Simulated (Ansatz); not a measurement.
The cluster GaSb2⁻, 3 atoms. Hardware: 4 threads of Intel Xeon on a shared host.

In the def2 sets Sb takes a core potential; there is no spin–orbit coupling. Correlated methods freeze 17 core orbitals; core or outer-core shells of Ga, Sb are correlated, in sets that lack core-valence functions.

How many basis functions does each of these Ansatz runs have, and roughly what does it cost? PBE0-D4/def2-SVPD, charge -1 singlet, energy, from earlier orbitals; PBE0-D4/def2-TZVPD, charge -1 singlet, energy and forces, from earlier orbitals; RPA@PBE/def2-TZVPD, charge -1 triplet, energy, from earlier orbitals; B3LYP-D4/def2-TZVPD, charge -1 triplet, relaxation, 3 steps; BLYP-D4/def2-TZVPD, charge -1 triplet, energy, from earlier orbitals; RPA@PBE/def2-TZVPD, charge -1 singlet, energy, from earlier orbitals; r2SCAN-D4/def2-TZVPD, charge -1 quintet, energy, from earlier orbitals; PBE0-D4/def2-SVP, charge -1 quintet, energy with a search over starts; PBE0-D4/def2-TZVPD, charge -1 quintet, energy, from earlier orbitals; PBE-D4/def2-TZVPD, charge -1 quintet, energy, from earlier orbitals; PBE0-D4/def2-TZVPD, charge -1 triplet, energy, from earlier orbitals; PBE0-D4/def2-SVP, charge -1 singlet, energy with a search over starts.

Other jobs shared the machine, so times can vary by a factor of up to 3. A dash marks memory too small to be measured apart from the calling script's.

```
                                                                            run  functions  fitting or Cholesky vectors  wall time  peak host memory (GiB)
          PBE0-D4/def2-SVP, charge -1 singlet, energy with a search over starts         84                          987      1.4 s                       –
            PBE0-D4/def2-SVPD, charge -1 singlet, energy, from earlier orbitals        102                         1191      1.4 s                       –
            PBE-D4/def2-TZVPD, charge -1 quintet, energy, from earlier orbitals        166                         1202      2.4 s                       –
           BLYP-D4/def2-TZVPD, charge -1 triplet, energy, from earlier orbitals        166                         1202      2.6 s                       –
PBE0-D4/def2-TZVPD, charge -1 singlet, energy and forces, from earlier orbitals        166                         1390      2.9 s                       –
           RPA@PBE/def2-TZVPD, charge -1 singlet, energy, from earlier orbitals        166                         1355      3.3 s                       –
           PBE0-D4/def2-TZVPD, charge -1 quintet, energy, from earlier orbitals        166                         1390      4.4 s                    0.66
          PBE0-D4/def2-SVP, charge -1 quintet, energy with a search over starts         84                          987      4.4 s                       –
           PBE0-D4/def2-TZVPD, charge -1 triplet, energy, from earlier orbitals        166                         1390      4.5 s                    0.66
           RPA@PBE/def2-TZVPD, charge -1 triplet, energy, from earlier orbitals        166                         1355      4.7 s                       –
         r2SCAN-D4/def2-TZVPD, charge -1 quintet, energy, from earlier orbitals        166                         1202      5.5 s                       –
                    B3LYP-D4/def2-TZVPD, charge -1 triplet, relaxation, 3 steps        166                         1385      9.5 s                    0.64
```
